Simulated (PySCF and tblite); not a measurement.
The numbers below are computed, except where a source is named.
Stationary points of C6H11FO at GFN2-xTB, in Å:

Structure A

```
 1 C     2.547    0.095   -0.758
 2 O     1.311   -0.566   -0.703
 3 C     0.518   -0.229    0.419
 4 C    -0.593   -1.279    0.550
 5 C    -1.750   -0.704   -0.262
 6 C    -1.704    0.782    0.072
 7 F    -2.360    1.005    1.273
 8 C    -0.219    1.118    0.233
 9 H     3.060   -0.284   -1.640
10 H     3.150   -0.119    0.134
11 H     2.432    1.182   -0.848
12 H     1.159   -0.210    1.313
13 H    -0.253   -2.241    0.175
14 H    -0.883   -1.377    1.595
15 H    -2.711   -1.142   -0.001
16 H    -1.565   -0.836   -1.327
17 H    -2.218    1.416   -0.658
18 H     0.147    1.617   -0.663
19 H    -0.080    1.781    1.086
```

Structure B

```
 1 C     2.619   -0.133   -0.763
 2 O     1.220   -0.145   -0.873
 3 C     0.513    0.025    0.348
 4 C    -0.449   -1.151    0.566
 5 C    -1.686   -0.750   -0.232
 6 C    -1.829    0.739    0.064
 7 F    -2.545    0.909    1.240
 8 C    -0.403    1.264    0.255
 9 H     3.005   -0.275   -1.771
10 H     2.982   -0.945   -0.121
11 H     2.986    0.823   -0.368
12 H     1.227    0.117    1.174
13 H    -0.013   -2.087    0.222
14 H    -0.696   -1.233    1.624
15 H    -2.579   -1.300    0.057
16 H    -1.502   -0.885   -1.297
17 H    -2.396    1.284   -0.698
18 H    -0.096    1.877   -0.590
19 H    -0.357    1.865    1.163
```

Structure C

```
 1 C     2.514   -0.368   -0.767
 2 O     1.289    0.312   -0.841
 3 C     0.534    0.304    0.357
 4 C    -0.254   -1.001    0.558
 5 C    -1.543   -0.772   -0.227
 6 C    -1.887    0.681    0.081
 7 F    -2.577    0.746    1.281
 8 C    -0.542    1.398    0.225
 9 H     3.008   -0.213   -1.724
10 H     2.383   -1.444   -0.602
11 H     3.143    0.035    0.037
12 H     1.209    0.496    1.204
13 H     0.298   -1.871    0.208
14 H    -0.479   -1.129    1.617
15 H    -2.347   -1.444    0.069
16 H    -1.357   -0.874   -1.295
17 H    -2.551    1.141   -0.657
18 H    -0.323    1.994   -0.659
19 H    -0.564    2.050    1.096
```

Geometries: GFN2-xTB; energies: PBE0/pcSseg-1 + D3(BJ); zero-point and thermal terms from GFN2-xTB harmonic modes (soft modes blended into free rotors).

Task: Which structure is a saddle point, and along which motion?

Result: B: one imaginary mode (88i cm⁻¹ at GFN2-xTB, mostly on C1, O2, H11), along the rotation about the C3–O2 bond (torsion C4–C3–O2–C1 from -165° to -81°, rising).

Task: Give their symmetry and energies above the lowest.

Result: A C1, 0.4 kcal/mol; B C1, 2.1 kcal/mol; C C1, 0.0 kcal/mol.

The barrier is low, and the GFN2-xTB saddle may lie off the DFT one, so take it as rough.
